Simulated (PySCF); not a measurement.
## C11H8OS: calculation and literature

Geometry (Å), atoms numbered from 1 in this order:
```xyz
21

O     0.3698   -2.0192    1.2452
C     0.3433   -0.9585    0.6508
C    -0.9349   -0.4586    0.0576
C    -1.2526    0.9003   -0.0584
C    -2.4832    1.2898   -0.5839
C    -3.4005    0.3286   -1.0031
C    -3.0959   -1.0283   -0.8769
C    -1.8758   -1.4187   -0.3383
C     1.5964   -0.1876    0.4946
C     2.7588   -0.4733    1.1816
C     3.8465    0.3449    0.7998
C     3.5027    1.2352   -0.1903
S     1.8628    1.0884   -0.6482
H    -0.5526    1.6616    0.2911
H    -2.7282    2.3517   -0.6601
H    -4.3615    0.6367   -1.4222
H    -3.8178   -1.7835   -1.1964
H    -1.6233   -2.4731   -0.2096
H     2.7894   -1.2660    1.9296
H     4.8472    0.2812    1.2287
H     4.1396    1.9737   -0.6768
```

Published estimates (parent shift plus substituent increments) and measurements: δ ¹H H21 7.71; H19 7.64; H20 7.15 ppm (estimated from measurements, as parent shift plus tabulated substituent increment; solution, not stated per compound (mostly CDCl3 or CCl4); Pretsch, Buehlmann, Badertscher, Structure Determination of Organic Compounds, 4th ed. (2009)).

Level of theory: structure optimised with PBE0-D3(BJ)/def2-SVP, HF/pcSseg-1 with gauge-including orbitals, in PySCF 2.14 (isolated molecule, non-relativistic Hamiltonian, averaged over atoms made equivalent by symmetry, fast rotation or ring inversion, single conformer).

(1) Set the calculated values beside the experiment.

(2) How far are the unscaled ¹H shifts from the references?

## Answers

(1) 
Reference values: estimated from measurements, as parent shift plus tabulated substituent increment (solution, not stated per compound (mostly CDCl3 or CCl4); Pretsch, Buehlmann, Badertscher, Structure Determination of Organic Compounds, 4th ed. (2009)).
```
atoms  quantity  reference  computed
  H21      δ ¹H       7.71      7.72
  H19      δ ¹H       7.64      8.78
  H20      δ ¹H       7.15      7.33
```

Computed shifts are σ(ref) − σ with the named reference compound (TMS for H and C) calculated as an isolated molecule at the same level.

(2) Mean signed difference +0.44 ppm, mean absolute 0.44 ppm over 3 comparisons; the largest is +1.14 ppm at H19 (hydrogen on an aromatic CH).
